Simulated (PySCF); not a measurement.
Series: H-ended aluminium nitride flakes. Isolated molecules, 0 K electronic values unless said otherwise. Each species was relaxed from one start; no search for lower structures was made at this level. Strings in code marks are SMILES.

The numbers are results of CAM-B3LYP-D3(BJ)/def2-SVP // B3LYP-D3(BJ)/def2-SVP (PySCF), not measurements. 

| species | LUMO (eV) | HOMO–LUMO gap (eV) |
|---|---|---|
| aluminium nitride flake of 1 rings (benzene shape) `[NH]1[AlH][NH][AlH][NH][AlH]1` | 1.01 | 9.49 |
| aluminium nitride flake of 2 rings (naphthalene shape) `[NH]1[AlH][NH][Al]2[NH][AlH][NH][AlH][N]2[AlH]1` | 0.59 | 8.81 |
| aluminium nitride flake of 4 rings (pyrene shape) `[NH]1[AlH][N]2[AlH][NH][Al]3[NH][AlH][NH][Al]4[NH][AlH][N]([AlH]1)[Al]2[N]34` | 0.25 | 8.38 |
